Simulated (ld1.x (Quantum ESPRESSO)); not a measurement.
# LDA (PZ) PAW dataset for indium (In), fully relativistic all-electron reference.

```
Element                 : In (Z = 49)
Generator               : ld1.x (Quantum ESPRESSO) 7.5
Type                    : PAW
Functional              : LDA (PZ)
Relativity              : fully relativistic
Frozen core             : [Kr] 4d10
Valence charge          : 3
Reference configuration : 5s1.5 5p1.5
Partial waves           : 5s (bound): rcut 1.90, rcutus 2.60 bohr; 5s channel at 2.8 Ry: rcut 1.90, rcutus 2.60 bohr; 5p (bound): rcut 1.75, rcutus 2.15 bohr; 5p channel at 0.15 Ry: rcut 1.75, rcutus 2.15 bohr; 5d channel at 0.05 Ry: rcut 1.75, rcutus 2.30 bohr; 5d channel at 0.8 Ry: rcut 1.75, rcutus 2.30 bohr
Local potential         : all-electron potential smoothed inside 1.65 bohr (lloc = -1)
Core correction         : a·sin(br)/r model core inside 1.95 bohr
Augmentation charge     : PSQ, inside the norm-conserving radii
```

Open shells are filled in proportion to 2j + 1 (rel_dist='average').

What the tests gave:

```
Configuration tests                       : test run stopped at test 3 of 7 (negative rho)
Density cutoff estimated by the generator : 153 Ry
```

The ghost test of this file was not conclusive.

Generation and tests took about 1.8 s on one core of a shared server CPU.
